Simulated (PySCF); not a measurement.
## O(2+) (oxygen, charge +2) across methods

[He] 2s1 2p2 3s1, high-spin 5P determinant (an excited configuration). All numbers are calculated (PySCF 2.14, scalar relativity by spin-free X2C-1e, in aug-cc-pCVTZ-DK (7s6p4d2f, 59 functions)).

```tsv
method	E (hartree)	mean ε 2s α (eV)	mean ε 2p α (eV)	mean ε 3s α (eV)	Σ⟨r²⟩ (bohr²)	⟨S²⟩
PBE0	-71.7386	-74.818	-59.726	-19.569	13.20	6.000
PBE	-71.7242	-71.076	-56.640	-18.811	13.13	6.000
PW91	-71.7684	-71.153	-56.769	-18.860	13.10	6.000
revPBE	-71.7879	-71.109	-56.622	-18.777	13.15	6.000
UHF	-71.68864	-85.626	-68.565	-21.507	13.46	6.000
LDA	-71.2279	-70.708	-56.445	-18.886	13.15	6.000
r2SCAN	-71.7859	-72.698	-57.885	-18.854	13.37	6.000
r2SCANh	-71.7860	-73.996	-58.973	-19.145	13.36	6.000
```

Question: Estimate the same row for BP86.

Answer: E (hartree) = -71.7841; mean ε 2s α (eV) = -71.150; mean ε 2p α (eV) = -56.670; mean ε 3s α (eV) = -18.947; Σ⟨r²⟩ (bohr²) = 13.14; ⟨S²⟩ = 6.000.

The outer electron is Rydberg-like, and this basis confines it to a smaller radius and binds it less than a complete one would.
